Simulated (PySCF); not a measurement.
Gas-phase equilibrium of 1 mol NaCl, 81 mol H2O at 1600 K and 0.133 bar, among 21 species (ClO, O2, HCl, O, HO2, H2O, H, HOCl, Na, H2O2, O3, Na2, H2, Na2(OH)2, NaCl, NaOH, Cl, Cl2, Na2O, Na2Cl2, OH). Only gases are allowed; each row takes one source of thermochemistry for all species, and Cantera finds the minimum.

Computed with PySCF and rigid-rotor harmonic-oscillator thermochemistry at 1 bar. Table values come from the NASA 1993 polynomials. After a fit of one offset per element over all species, the range-separated, M06-2X, PBE0/def2-QZVP and CCSD(T)/def2-TZVPP enthalpies, where run, lie to one side of the table for NaOH (+16 kJ/mol): a fault of the table's entry, another state or a shared error of the levels is possible; this was not checked at source. S°(298 K) at PBE0/def2-TZVP differs from the NASA 1993 table for NaOH (+8 J/mol/K); whether the harmonic model or the table's entry is off was not settled. † marks an energy on the PBE0/def2-TZVP geometry and frequencies; other levels use their own. Open shells (unrestricted) among the columns below: O2 (multiplicity 3); the rest are closed-shell singlets. The harmonic model lacks anharmonicity and excited electronic states, which grow with temperature; levels with a mode under 35 cm⁻¹ are left out. The table's entry may be an old estimate for NaOH (not checked at source).

Molecules larger than those listed are left out. Table species left out: NaH, NaO.

With table thermochemistry: H2O 0.99, NaCl 0.011, H2 0.00088, O2 0.00041, HCl 0.00093, NaOH 0.00085.

Question: How far does the composition move with the other sources (BLYP/def2-TZVP†, PBE/def2-TZVP†, PBE0/def2-TZVP)?

Answer: 
```tsv
thermochemistry	x H2O	x NaCl	x H2	x O2	x HCl	x NaOH
table	0.99	0.011	0.00088	0.00041	0.00093	0.00085
BLYP/def2-TZVP†	0.97	0.010	0.0082	0.0041	0.0018	0.0014
PBE/def2-TZVP†	0.98	0.010	0.0050	0.0026	0.0017	0.0010
PBE0/def2-TZVP	0.98	0.011	0.0027	0.0014	0.0012	0.00065
```
The most sensitive of these is O2: it spans a factor of 10^1.0 over these rows; at this temperature one factor of ten is RT ln 10 = 31 kJ/mol.
